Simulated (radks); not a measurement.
Spherical quantum dot in the effective-mass picture: electrons in a well V = -V0 / (1 + exp((r - R)/a)) with V0 = 14.3, R = 3.37, a = 0.37, with a point charge +1 (a donor) at the centre, all in effective atomic units (hartree* = m*/eps^2 hartree, bohr* = eps/m* bohr), one dielectric constant everywhere. Calculated with a radial shooting solver with Libxc functionals: non-relativistic Kohn-Sham, LDA (Slater exchange, Perdew-Wang correlation), spin-polarised, spherical densities. Levels are named by radial order and angular momentum (1s, 1p, 1d, 2s, ...), and open shells are averaged over m.

N = 15, configuration 1s2 1p6 1d(up 5, down 2). This is the lowest configuration that the search found. Occupied and some empty levels:

level,occupation,eigenvalue (hartree*),<r> (bohr*)
1s up,1,-7.6729,1.620
1s down,1,-7.6300,1.598
1p up,3,-7.1877,1.985
1p down,3,-7.1326,1.981
1d up,5,-6.6092,2.155
1d down,2,-6.5517,2.156
2s up,0,-6.4585,1.531
2s down,0,-6.4304,1.544
1f up,0,-5.9034,2.283
1f down,0,-5.8461,2.286
2p up,0,-5.3208,1.823
2p down,0,-5.2860,1.823

Energy (hartree*): total -152.644, kinetic 15.273, external -211.42, Hartree 50.348, exchange-correlation -6.8503.

Electron density:

r (bohr*),n(r) (e/bohr*^3)
0.0834,0.2533
0.398,0.1612
0.712,0.1405
1.03,0.1600
1.34,0.1992
1.66,0.2314
1.97,0.2239
2.28,0.1635
2.60,0.08138
2.91,0.02505
3.23,0.004561
3.54,0.0005039
3.86,0.00003910
4.17,2.478e-06
